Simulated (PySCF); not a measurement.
Precursor series Cd NH2-Br. Isolated molecules, 0 K electronic values unless said otherwise. One relaxed conformer stands for each flexible species; it need not be the lowest.

The HOMO from two functionals at the same geometries (PBE-D3(BJ)/def2-SVP), both in PySCF: PBE-D3(BJ)/def2-TZVP and B3LYP-D3(BJ)/def2-TZVP. B3LYP has the VWN-RPA correlation part, as in Gaussian. 

| species | PBE-D3(BJ)/def2-TZVP (eV) |
|---|---|
| 0 of 2 NH2 replaced by Br ([Cd(NH2)2]) | -5.41 |
| 1 of 2 NH2 replaced by Br ([Cd(NH2)(Br)]) | -6.15 |
| 2 of 2 NH2 replaced by Br ([Cd(Br)2]) | -7.14 |

Task: What does B3LYP-D3(BJ)/def2-TZVP give for each?

Result: 
- 0 of 2 NH2 replaced by Br ([Cd(NH2)2]): -6.48
- 1 of 2 NH2 replaced by Br ([Cd(NH2)(Br)]): -7.22
- 2 of 2 NH2 replaced by Br ([Cd(Br)2]): -8.13
Over these rows, drawn at random from the members with no instability flagged (it was tested for open shells, ions and some series alone), PBE minus B3LYP-D3(BJ): mean +1.04 eV, from +0.98 eV to +1.07 eV.
